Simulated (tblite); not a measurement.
Species: C5H6ClO2 (doublet state).
Numbering: `[H]/[C:1]=[C:2](\[Cl:3])[C@H:4]1[CH2:5][O:6][CH2:7][O:8]1` (hydrogens: H9 on C1; H10 on C4; H11, H12 on C5; H13, H14 on C7)
Bond orders are those of one Lewis drawing.

Computed with GFN2-xTB (tblite), gas phase: L-BFGS steps from a force-field or distance-geometry start until the largest atomic force falls under 0.01 eV/Å.

At the end of the run (lengths in Å): C2–Cl3 1.800, C7–H13 1.157, C7–O8 1.382, C4–C5 1.550, O6–C7 1.395, C1–H9 1.064, C4–O8 1.412, C1–C2–Cl3 124.5°, C1–C2–C4 123.0°, C4–O8–C7 102.4°, Cl3–C2–C4 112.5°, C1–C2–C4–C5 -69°, C2–C4–C5–O6 92°, C4–C5–O6–C7 -2°, H9–C1–C2–Cl3 1°, H10–C4–O8–C7 161°.

Question: These geometries were met on the way; a selection of coordinates is given. Order them by energy above the end point, lowest first.
A. C2–Cl3 1.838, C7–H13 1.108, C7–O8 1.401, C4–C5 1.559, O6–C7 1.394, C1–H9 1.059, C4–O8 1.408, C1–C2–Cl3 119.8°, C1–C2–C4 131.1°, C4–O8–C7 106.1°, Cl3–C2–C4 109.1°, C1–C2–C4–C5 -111°, C2–C4–C5–O6 126°, C4–C5–O6–C7 -27°, H9–C1–C2–Cl3 2°, H10–C4–O8–C7 139°
B. C2–Cl3 1.831, C7–H13 1.102, C7–O8 1.404, C4–C5 1.539, O6–C7 1.402, C1–H9 1.056, C4–O8 1.411, C1–C2–Cl3 122.4°, C1–C2–C4 129.9°, C4–O8–C7 107.7°, Cl3–C2–C4 107.8°, C1–C2–C4–C5 -94°, C2–C4–C5–O6 152°, C4–C5–O6–C7 -32°, H9–C1–C2–Cl3 3°, H10–C4–O8–C7 96°
C. C2–Cl3 1.796, C7–H13 1.098, C7–O8 1.406, C4–C5 1.548, O6–C7 1.403, C1–H9 1.032, C4–O8 1.406, C1–C2–Cl3 115.8°, C1–C2–C4 129.7°, C4–O8–C7 107.0°, Cl3–C2–C4 114.4°, C1–C2–C4–C5 -93°, C2–C4–C5–O6 156°, C4–C5–O6–C7 -32°, H9–C1–C2–Cl3 87°, H10–C4–O8–C7 88°
D. C2–Cl3 1.822, C7–H13 1.111, C7–O8 1.411, C4–C5 1.547, O6–C7 1.392, C1–H9 1.055, C4–O8 1.414, C1–C2–Cl3 120.5°, C1–C2–C4 130.9°, C4–O8–C7 107.9°, Cl3–C2–C4 108.5°, C1–C2–C4–C5 -101°, C2–C4–C5–O6 145°, C4–C5–O6–C7 -38°, H9–C1–C2–Cl3 5°, H10–C4–O8–C7 118°
E. C2–Cl3 1.725, C7–H13 1.107, C7–O8 1.436, C4–C5 1.517, O6–C7 1.427, C1–H9 1.066, C4–O8 1.439, C1–C2–Cl3 113.8°, C1–C2–C4 128.7°, C4–O8–C7 104.5°, Cl3–C2–C4 117.4°, C1–C2–C4–C5 -92°, C2–C4–C5–O6 158°, C4–C5–O6–C7 -32°, H9–C1–C2–Cl3 139°, H10–C4–O8–C7 89°

Answer: A (0.070 eV), D (0.116 eV), B (0.196 eV), C (0.323 eV), E (0.528 eV).

```csv
step,E above end (eV),"rms distance from the end, all atoms (Å)",largest force (eV/Å),rms shift of all bonds from the end (Å)
60,0.070,0.553,0.085,0.019
47,0.116,0.693,0.164,0.018
14,0.196,0.798,0.228,0.021
2,0.323,0.817,0.785,0.022
0,0.528,0.820,3.248,0.033
```

Rows stand in the order of the answer.
